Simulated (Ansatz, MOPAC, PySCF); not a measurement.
Energy landscape of H6BN, singlet: internal rotation, threefold axis kept, other coordinates relaxed. Scanned: torsion (0 = eclipsed). Other coordinates (B-N length, H-B-N angle, H-N-B angle, B-H length, N-H length) were minimised at B3LYP/def2-TZVP.

Levels: RHF/6-31G* = restricted Hartree-Fock/6-31G*, spherical d (PySCF); PM6, restricted, heats of formation (MOPAC); CCSD(T)/aug-cc-pVQZ = Ansatz (a program for electronic structure) with CCSD(T) on RHF/aug-cc-pVQZ, frozen core.

Energies relative to the lowest point of each profile, in kcal/mol:

| at / ° | RHF/6-31G* | PM6 |
|---|---|---|
| 0 | 1.84 | 1.71 |
| 13 | 1.64 | 1.57 |
| 23 | 1.28 | 1.13 |
| 33 | 0.81 | 0.68 |
| 43 | 0.37 | 0.28 |
| 53 | 0.07 | 0.03 |
| 60 | 0.00 | 0.00 |

Question: Estimate the CCSD(T)/aug-cc-pVQZ values at these points.

Answer: 0: 1.97; 13: 1.76; 23: 1.35; 33: 0.85; 43: 0.38; 53: 0.07; 60: 0.00 (kcal/mol).
